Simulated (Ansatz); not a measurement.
Relaxation of AlClH$_{6}$O$_{2}$Sn (11 atoms, charge 0, multiplicity 1), to a largest force component of 0.03 eV/Å in at most 50 steps.

Theory: Ansatz, RKS PBE/def2-SVP.

```xyz
11
Properties=species:S:1:pos:R:3
Sn 0.229 0.456 -0.107
H -0.667 -0.297 2.600
O 2.081 0.162 -0.828
H 2.134 -0.548 -1.500
Cl -1.056 1.674 -1.679
H -0.625 -0.987 0.272
O 0.796 1.706 1.299
Al 2.454 2.082 1.688
H 3.415 0.930 2.227
H 2.850 3.627 1.673
H -0.314 0.332 2.634
```

Problem. Where does it end, and by what steps?

Solution. The run converged. The force dipped under the threshold on the way, but the program's further checks kept it going. After 24 steps the energy has fallen by 0.728 eV; H4 moved furthest, 1.52 Å. Joined: O3–Al8 (3.19 → 2.00 Å).

| step | energy less start (eV) | largest force component (eV/Å) | accepted |
| --- | --- | --- | --- |
| 0 | 0.0000 | 1.695 | yes |
| 1 | -0.1018 | 0.123 | yes |
| 2 | -0.1315 | 0.335 | yes |
| 3 | -0.1570 | 0.301 | yes |
| 4 | -0.1786 | 1.043 | yes |
| 5 | -0.2118 | 1.501 | yes |
| 6 | -0.2965 | 1.358 | yes |
| 7 | -0.4731 | 0.982 | yes |
| 8 | -0.6395 | 1.260 | yes |
| 9 | -0.6893 | 0.945 | yes |
| 10 | -0.7060 | 0.251 | yes |
| 11 | -0.7205 | 0.079 | yes |
| 12 | -0.7222 | 0.075 | yes |
| 13 | -0.7236 | 0.041 | yes |
| 14 | -0.7242 | 0.082 | yes |
| 15 | -0.7244 | 0.063 | yes |
| 16 | -0.7248 | 0.016 | yes |
| 17 | -0.7252 | 0.042 | yes |
| 18 | -0.7255 | 0.110 | yes |
| 19 | -0.7260 | 0.064 | yes |
| 20 | -0.7264 | 0.030 | yes |
| 21 | -0.7269 | 0.020 | yes |
| 22 | -0.7269 | 0.081 | yes |
| 23 | -0.7274 | 0.044 | yes |
| 24 | -0.7275 | 0.030 | yes |

```xyz
11
Properties=species:S:1:pos:R:3
Sn 0.202 0.348 -0.039
H -1.417 -0.063 3.404
O 2.260 0.544 -0.508
H 2.521 0.913 -1.376
Cl -0.955 1.611 -1.664
H -0.342 -1.279 -0.106
O 0.799 1.277 1.569
Al 2.569 1.597 1.160
H 3.575 0.771 2.096
H 2.915 3.075 0.631
H -0.831 0.345 3.113
```

Whether the end is a true minimum wasn't checked by a vibrational analysis.

Time of the run: 17 s on 4 threads of AMD EPYC 9R45 96-Core Processor (Zen 5), with other jobs on the host, peak memory 0.19 GiB.
